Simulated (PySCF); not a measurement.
Coordinates in bohr (charge 0 multiplicity 2):
```
C     0.0000    0.0000    0.0000
Br    3.4983    0.0000    0.0000
Br   -1.7492    3.0296    0.0000
Br   -1.7492   -3.0296    0.0000
```

All numbers come from UPBE0 in PySCF with C def2-SVP, Br def2-SVP; no relativity; density-fitted integrals.

This geometry of CBr₃ is a stationary point at this level.

What is the point group?

D3h.

Is it a minimum?

No: it has 1 imaginary mode, at 168i cm⁻¹ (a2'').

List the harmonic modes with their infrared intensities.


| symmetry | ω (cm⁻¹) | IR (km/mol, summed over degenerate members) |
| --- | --- | --- |
| a2'' | 168i | – |
| e' | 164 | 0.2 |
| a1' | 299 | 0.0 |
| e' | 847 | 222 |

What are the dipole moment and the gap between the highest occupied and lowest empty levels of either spin?

0.00 D and 3.70 eV.

In D3h the vibrations span a2'' + 2e' + a1'. The a1' mode carries no infrared intensity, as symmetry demands.

Other isomers or separated fragments may lie lower.
